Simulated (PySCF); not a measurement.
A run for PySCF: R-B3LYP/LANL2DZ on H5P (a complex), monomers drawn apart or pushed together.

```python
from pyscf import gto, scf, dft, mp
from pyscf.data.elements import chemcore

mol = gto.M(
    atom='''
    P    -0.17174498    0.15678966   -0.14074234
    H    -1.49194435   -0.11720154    0.29923090
    H    -0.48995360   -0.05068976   -1.50775205
    H     0.26103284   -1.17997218    0.05251970
    H     0.04575415   -0.25639704    3.19732222
    H     0.27101093    0.23359221    2.68420275
    ''',
    basis='lanl2dz',
    ecp={'P': 'lanl2dz'},
    charge=0, spin=0, verbose=3, max_memory=1800)
mf = dft.RKS(mol, xc='b3lyp')
mf.conv_tol = 1e-8
mf.max_cycle = 100
mf.kernel()
if not mf.converged:
    mf = mf.newton().run(mf.mo_coeff, mf.mo_occ)
```

Program output:

```
converged SCF energy = -9.44284531657873
```

The run converged.

Cost: very roughly 0.6 core-seconds.
